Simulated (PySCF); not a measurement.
B(F)(Me)(NH2) (CH5BFN), SMILES CB(N)F.

Coordinates come from a ωB97X-D3(BJ)/def2-SVP optimisation. Other conformers were not sampled.

All values below come from TDA-ωB97X/def2-SVPD (PySCF).

Vertical excitations. Gas-phase values at a fixed geometry. State labels are in the subgroup Cs.

| state | symmetry | energy (eV) | λ (nm) | f | main pairs |
|---|---|---|---|---|---|
| S1 | A" | 7.79 | 159 | 0.048 | HOMO→LUMO 85 % |
| S2 | A" | 9.20 | 135 | 0.014 | HOMO−1→LUMO+2 94 % |
| S3 | A' | 9.25 | 134 | 0.208 | HOMO→LUMO+2 75 %, HOMO−1→LUMO 16 % |
| S4 | A" | 9.34 | 133 | 0.002 | HOMO→LUMO+4 41 %, HOMO→LUMO+1 28 %, HOMO→LUMO+3 21 % |
| S5 | A' | 9.36 | 132 | 0.239 | HOMO−1→LUMO 74 %, HOMO→LUMO+2 15 % |
| S6 | A" | 9.70 | 128 | 0.000 | HOMO→LUMO+3 51 %, HOMO→LUMO+1 24 %, HOMO→LUMO 9 % |
| S7 | A" | 10.58 | 117 | 0.065 | HOMO→LUMO+4 26 %, HOMO−3→LUMO 22 %, HOMO→LUMO+1 20 %, HOMO→LUMO+3 8 % |
| S8 | A' | 10.67 | 116 | 0.116 | HOMO−2→LUMO 69 %, HOMO−2→LUMO+1 16 % |
| S9 | A' | 10.92 | 114 | 0.034 | HOMO−1→LUMO+1 67 % |
| S10 | A" | 10.92 | 114 | 0.002 | HOMO−3→LUMO 33 %, HOMO→LUMO+5 20 %, HOMO→LUMO+9 12 %, HOMO→LUMO+7 7 % |
| T1 | A' | 7.43 | 167 | 0 | HOMO→LUMO+2 94 % |
| T2 | A" | 7.59 | 163 | 0 | HOMO→LUMO 80 % |
| T3 | A" | 8.50 | 146 | 0 | HOMO−1→LUMO+2 96 % |
| T4 | A' | 9.16 | 135 | 0 | HOMO−1→LUMO 87 % |
Triplets are in the Tamm–Dancoff approximation.
